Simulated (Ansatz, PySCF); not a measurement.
bromine (Br₂), SMILES BrBr.

Geometry optimised at PBE-D3(BJ)/def2-TZVP.

Two levels are set side by side: PBE/def2-TZVPD (Ansatz, an electronic-structure program) and EOM-CCSD/aug-cc-pVDZ (PySCF). PBE by ΔSCF, the other level by its IP root; same geometry, the bases differ. Differences are taken from unrounded values.

```tsv
quantity	EOM-CCSD
vertical ionisation energy (eV)	10.50
```

Question: What does PBE give, and how far is it from EOM-CCSD? (The exact figures need the calculation; the answer reports its results.)

Answer: 
```tsv
quantity	PBE	PBE minus EOM-CCSD
vertical ionisation energy (eV)	10.34	-0.16
```

Here PBE gives about what the other level gives.
